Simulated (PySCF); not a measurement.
Compound: C5H8FP.
Atom-mapped SMILES: `[CH2:1]=[CH:2][CH2:3]/[P:4]=[C:5](/[CH3:6])[F:7]` (hydrogens: H8, H9 on C1; H10 on C2; H11, H12 on C3; H13, H14, H15 on C6)

The same species was optimised twice, with GFN2-xTB and with PBE0-D3(BJ)/def2-SVP (PySCF), and the same property calculations (PySCF, gas phase) were run on both structures.

| coordinate | GFN2-xTB | PBE0-D3(BJ)/def2-SVP | change |
| --- | --- | --- | --- |
| C5–F7 (Å) | 1.355 | 1.337 | -0.018 |
| C1=C2 (Å) | 1.320 | 1.334 | +0.014 |
| P4=C5 (Å) | 1.681 | 1.687 | +0.006 |
| C2–C3 (Å) | 1.491 | 1.495 | +0.004 |
| C5–C6 (Å) | 1.487 | 1.484 | -0.003 |
| C3–P4 (Å) | 1.880 | 1.877 | -0.003 |
| C2–C3–P4 (°) | 110.6 | 111.8 | +1.2 |
| C6–C5–F7 (°) | 112.9 | 111.8 | -1.1 |
| C1–C2–C3 (°) | 123.9 | 124.9 | +1.0 |
| P4–C5–F7 (°) | 122.3 | 123.1 | +0.8 |
| C3–P4–C5 (°) | 100.9 | 100.2 | -0.7 |
| P4–C5–C6 (°) | 124.7 | 125.1 | +0.4 |
| C1–C2–C3–P4 (°) | -114 | -112 | +2 |
| C2–C3–P4–C5 (°) | 79 | 81 | +2 |

Rotational constants: A = 3485, B = 1520, C = 1175 MHz (GFN2-xTB) against A = 3476, B = 1499, C = 1164 MHz (PBE0-D3(BJ)/def2-SVP). Point groups within 0.08 Å: C1 and C1.

On the GFN2-xTB structure: lowest triplet, Tamm–Dancoff (eV) 2.65 [CAM-B3LYP/def2-SVPD]; isotropic polarisability (au) 89.0 [CAM-B3LYP/def2-SVPD]; HOMO (eV) -8.04 [CAM-B3LYP/def2-SVPD]; LUMO (eV) -0.24 [CAM-B3LYP/def2-SVPD]; dipole (D) 0.69 [CAM-B3LYP/def2-SVPD]; HOMO (eV) -6.79 [PBE0/pcSseg-1]; LUMO (eV) -1.30 [PBE0/pcSseg-1]; dipole (D) 0.88 [PBE0/pcSseg-1]; GIAO shielding of C1 (ppm) 64.9 [PBE0/pcSseg-1]; GIAO shielding of C2 (ppm) 45.9 [PBE0/pcSseg-1]; GIAO shielding of C3 (ppm) 152.5 [PBE0/pcSseg-1]; GIAO shielding of P4 (ppm) 161.8 [PBE0/pcSseg-1]; GIAO shielding of C5 (ppm) -42.2 [PBE0/pcSseg-1]; GIAO shielding of C6 (ppm) 159.5 [PBE0/pcSseg-1]; GIAO shielding of F7 (ppm) 178.3 [PBE0/pcSseg-1].

Problem. What do these properties become on the PBE0-D3(BJ)/def2-SVP structure?

Solution. 
```
                                    property                level  on GFN2-xTB  on PBE0-D3(BJ)/def2-SVP  change
           lowest triplet, Tamm–Dancoff (eV)  CAM-B3LYP/def2-SVPD         2.65                     2.63   -0.02
               isotropic polarisability (au)  CAM-B3LYP/def2-SVPD         89.0                     90.2    +1.2
                                   HOMO (eV)  CAM-B3LYP/def2-SVPD        -8.04                    -8.01   +0.03
                                   LUMO (eV)  CAM-B3LYP/def2-SVPD        -0.24                    -0.24    0.00
                                  dipole (D)  CAM-B3LYP/def2-SVPD         0.69                     0.71   +0.02
energy, GFN2-xTB geometry as zero (kcal/mol)  CAM-B3LYP/def2-SVPD          0.0                     -0.6    -0.6
                                   HOMO (eV)        PBE0/pcSseg-1        -6.79                    -6.77   +0.02
                                   LUMO (eV)        PBE0/pcSseg-1        -1.30                    -1.30    0.00
                                  dipole (D)        PBE0/pcSseg-1         0.88                     0.92   +0.04
energy, GFN2-xTB geometry as zero (kcal/mol)        PBE0/pcSseg-1          0.0                     -0.5    -0.5
                  GIAO shielding of C1 (ppm)        PBE0/pcSseg-1         64.9                     61.2    -3.7
                  GIAO shielding of C2 (ppm)        PBE0/pcSseg-1         45.9                     42.1    -3.8
                  GIAO shielding of C3 (ppm)        PBE0/pcSseg-1        152.5                    152.8    +0.3
                  GIAO shielding of P4 (ppm)        PBE0/pcSseg-1        161.8                    168.9    +7.1
                  GIAO shielding of C5 (ppm)        PBE0/pcSseg-1        -42.2                    -41.7    +0.5
                  GIAO shielding of C6 (ppm)        PBE0/pcSseg-1        159.5                    157.8    -1.7
                  GIAO shielding of F7 (ppm)        PBE0/pcSseg-1        178.3                    177.8    -0.5
```

The heavy atoms differ by 0.024 Å rms after alignment. Among bonds between heavy atoms C5–F7 changes most (-0.018 Å). Changes are differences of the printed values. Neither structure is proved a minimum here.

The values belong to the conformer `[CH2:1]=[CH:2][CH2:3]/[P:4]=[C:5](/[CH3:6])[F:7]`: C1–C2–C3–P4 -112°, C2–C3–P4–C5 81°.
